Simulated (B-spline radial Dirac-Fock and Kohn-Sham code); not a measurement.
Atomic tin: differential elastic cross section for electrons at 300 eV

Level of theory: relativistic (Dirac) partial waves in the static field of the Dirac-Fock atom with Furness-McCarthy exchange, without polarisation or absorption potentials; a radial finite-basis atomic code.

The run's input, task.json:

```json
{"items": [{
  "Z": 50,
  "q": 0,
  "cfg": [[1, 0, 2], [2, 0, 2], [2, 1, 6], [3, 0, 2], [3, 1, 6], [3, 2, 10], [4, 0, 2], [4, 1, 6], [4, 2, 10], [5, 0, 2], [5, 1, 2]],
  "A": 120,
  "rrms": 4.6519,
  "do": "elastic",
  "energies": [[300, 0]],
  "theta": [0, 1, 2, 3, 5, 7, 10, 15, 20, 25, 30, 40, 50, 60, 70, 80, 90, 100, 110, 120, 130, 140, 150, 160, 170, 180]
}]}
```

Run with: `python xray2_run.py task.json out`

```tsv
θ (°)	dσ/dΩ (a₀²/sr)	Sherman function
0	103	0.000
1	102	0.000
2	97.6	0.000
3	91.2	0.000
5	74.0	0.000
7	55.4	0.000
10	32.6	0.001
15	13.1	0.003
20	6.48	0.006
25	3.80	0.007
30	2.28	0.005
40	0.657	-0.020
50	0.278	-0.054
60	0.513	0.007
70	0.646	0.035
80	0.386	0.067
90	0.0484	0.211
100	0.0775	-0.158
110	0.469	-0.057
120	0.766	-0.035
130	0.608	-0.030
140	0.188	-0.047
150	0.0730	-0.060
160	0.574	-0.006
170	1.36	-0.002
180	1.73	0.000
```

Q: What integrated cross sections go with this distribution?

A: The total elastic cross section is 16.7 a₀², the first transport cross section 5.65 a₀² and the second, weighted with (3/2) sin²θ, 5.95 a₀². The mean deflection is ⟨1 − cos θ⟩ = 0.338, and 15 % of the collisions scatter beyond 90°.

On this grid of angles the cross section has minima near 50°, 90°, 150°, from interference among the few low partial waves with large phase shifts.

Values without a named source are computed, but for edge energies of neutral atoms, which are taken from tables.
